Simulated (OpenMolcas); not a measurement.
Cr2+: effect of the metal basis

Cr2+ with its 6 nearest oxide ions at 2.154 Å, on the Mg site of MgO (a = 4.2112 Å, distance in the model lattice 2.106 Å). The rest of the host is ab initio model potentials to 7.6 Å and point charges beyond; the distance is set by hand and nothing relaxes.

```json
{
  "Program": "OpenMolcas 26.06",
  "Method": "CASSCF",
  "Spin-orbit coupling": "RASSI with atomic mean-field integrals over the reference wave functions"
}
```

Fixed: ligand basis ANO-RCC-VDZP, active space 4 electrons in 5 orbitals (3d), DKH2 Hamiltonian.

States (labels of O, the rotations of Oh). Energies in cm-1 above the lowest state or level, χT in cm3 K/mol; 10Dq and B are least-squares fits to the states below 45000 cm-1, weighted by degeneracy, with a free offset, and given where the rms deviation is under 5 % of |10Dq| (or 100 cm-1) and under 700 cm-1.

| Run | Metal basis | Ground state | First state of that spin | 10Dq | B (rms of fit) | First gap with spin-orbit (degeneracies) | χT at 300 K | First state of another spin | Cost |
| --- | --- | --- | --- | --- | --- | --- | --- | --- | --- |
| A | ANO-RCC-VDZP | 5E | 5T2 12482 | 12925 | 962 (224) | 5.5 (1, 3) | 2.974 | 3T1 8794 | roughly 30 core-seconds |
| B | ANO-RCC-VTZP | 5E | 5T2 11878 |  |  | 5.3 (1, 3) | 2.973 | 3T1 9334 | roughly 50 core-seconds |

Against A, the first state of the same spin changes by -4.8 % in B.

Costs are those of the RASSCF and RASSI steps.

An orbital doublet at a regular site is open to a Jahn-Teller distortion, which this geometry leaves out. Without dynamic correlation the repulsion within the d shell is too large (B by tens of per cent), so at a given field states of lower spin stand too high. Ligand-to-metal charge-transfer states are missing. With no ligand orbital active B as a rule stays too high, so bands that hang on it stand too high and its fall with covalency is understated. With metal d orbitals alone and no dynamic correlation 10Dq can be off by a tenth to a fifth, either way, in oxide and fluoride hosts. This shell can be high or low spin here, a state of another spin lies low, and with metal d orbitals alone active their balance is uncertain, so the ground spin may be wrong (holds for A). No measured value stands beside these numbers; the geometry was set by hand and not optimised.
